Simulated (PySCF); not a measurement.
Compound: trifluorosilane, F3HSi.
SMILES with atom numbers: `[F:1][SiH:2]([F:3])[F:4]` (hydrogens: H5 on Si2)

Cartesian coordinates in Å at the PBE0-D3(BJ)/def2-SVP level; atoms count from 1:
```xyz
5
F3HSi angstrom
F     -0.797    1.304   -0.411
Si     0.010    0.001    0.042
F     -0.817   -1.282   -0.433
F      1.412   -0.003   -0.727
H      0.208   -0.014    1.495
```

Method used: PySCF 2.14.0, density-fitted response routines, TDDFT CAM-B3LYP/def2-SVPD, vertical, gas phase, core orbitals frozen in the response.

Ground-to-excited transition dipoles (e·a0, same axes as the geometry; the sign carries no meaning), for the states with f of 0.002 or more among the lowest 9:

| state | E (eV) | μx | μy | μz |
| --- | --- | --- | --- | --- |
| S1 | 10.662 | -0.543 | 0.296 | 0.079 |
| S2 | 10.664 | -0.293 | -0.549 | 0.037 |
| S3 | 11.052 | -0.092 | 0.007 | -0.665 |
| S5 | 11.684 | 0.139 | -0.011 | 1.023 |
| S6 | 11.808 | -0.101 | 0.008 | 0.009 |
| S7 | 11.809 | 0.014 | -0.078 | -0.006 |
| S8 | 11.861 | 0.601 | -0.044 | -0.080 |
| S9 | 11.861 | 0.049 | 0.612 | 0.002 |

(1) Work out the oscillator strengths.

(2) What angle do the transition dipoles of S3 and S5 make?

(3) How is the summed strength of these states shared among x, y and z?

(4) What peak molar absorption coefficient would the strongest computed level give as a lone Gaussian band 0.3 eV wide at half height?

Answers

(1) f = (2/3) ΔE |μ|² with ΔE in hartree (27.2114 eV).

```
state  |μ|² (au)  |μ| (D)      f
   S1      0.389     1.59  0.102
   S2      0.389     1.58  0.102
   S3      0.451     1.71  0.122
   S5      1.065     2.62  0.305
   S6      0.010     0.26  0.003
   S7      0.006     0.20  0.002
   S8      0.369     1.54  0.107
   S9      0.377     1.56  0.109
```

(2) |cos θ| = |μa·μb| / (|μa| |μb|) = 1.00, so θ ≈ 0° (taken between 0 and 90°, since the signs are arbitrary).

(3) (2/3) Σ ΔE μα² gives 0.216 for x, 0.213 for y and 0.423 for z, 0.852 in all.

(4) ε(max) = 2.175×10⁸ f / FWHM, with the width in cm⁻¹. S5: 2.175×10⁸ × 0.3050 / 2420 ≈ 27000 L mol⁻¹ cm⁻¹.

S1/S2, S6/S7 and S8/S9 coincide within about 0.01 eV; within a degenerate level the directions of the single components are arbitrary.

The vertical ionisation energy (ΔSCF) is 14.48 eV, 2.62 eV above S9.

Time: 13 s of wall time. Hardware: one thread, Arm Neoverse V1, shared host.

Without π bonds the low states may be Rydberg-like; a valence basis with one diffuse set may place them up to an eV too high.
